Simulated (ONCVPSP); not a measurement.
What the settings do to the ONCV potential of Mn

Base potential:

```json
{"Element": "manganese", "Generator": "ONCVPSP 4.0.1", "Type": "optimised norm-conserving Vanderbilt (ONCV)", "Functional": "PBEsol", "Relativity": "scalar-relativistic", "Frozen core": "[Ne]", "Valence charge": "15", "Reference configuration": "3s2 3p6 3d5 4s2", "Partial waves": "3s+4s: rc 1.30 bohr, ncon 3, nbas 8, qcut 9 1/bohr, 2 projectors; 3p: rc 1.00 bohr, ncon 5, nbas 8, qcut 8 1/bohr, 2 projectors, debl 3.3 Ha; 3d: rc 1.00 bohr, ncon 5, nbas 9, qcut 18.5 1/bohr, local", "Local potential": "the d channel", "Core correction": "Teter function, fcfact 3.25, rcfact 1.15"}
```

Cutoffs, loose and tight: the cutoffs (Ha) at which the residual kinetic energy of the hardest occupied pseudo-wave falls to 1 and 0.1 mHa per electron. They do not see the model core or the augmentation charge, which bear on the density cutoff. Test errors are all-electron minus pseudo excitation energies from the reference, over the configurations 3s2 3p6 3d5 4s1; 3s2 3p6 3d5 4s0; 3s2 3p6 3d4 4s0; 3s2 3p6 3d5 4s0 4p1. A dash means not determined; rows that change the core or the reference have their own tests.

A true bound ghost makes a file unfit for plane-wave use even where its test errors are small: the radial tests pick states by their node count and pass the ghost by.

| change | outcome | cutoff, loose | cutoff, tight | bound ghosts | GHOST(+) flags above zero | largest test error (meV) |
| --- | --- | --- | --- | --- | --- | --- |
| base | generated | 107 Ha | 175 Ha | none | s | -6.9 |
| d: qcut 11.5 | generated | 162 Ha | 285 Ha | none | p | -10 |
| d: qcut 18.6 | generated | 108 Ha | 175 Ha | none | s | -6.9 |
| d: qcut 21.7 | generated | 110 Ha | 175 Ha | none | s | -6.8 |
| d: qcut 24.1 | generated | 150 Ha | 185 Ha | none | s | -6.4 |
| d: qcut 27 | generated | 221 Ha | 250 Ha | s | none | -0.9 |

(1) What comes out with this change to the base: d: qcut 13.9?

## Answers

(1) outcome: generated; cutoff, loose: 84 Ha; cutoff, tight: 175 Ha; bound ghosts: none; GHOST(+) flags above zero: s, p; largest test error (meV): -8.3.

Reading the sweep of the qcut of the d channel (base included, trends over the rows without a ghost): The loose cutoff is not monotonic: lowest 84 Ha at 13.9 1/bohr, highest 162 Ha at 11.5 1/bohr. The median size of the test errors (rows with all tests solved) stays near 0.3 meV. Bound ghosts are found at 27 1/bohr.
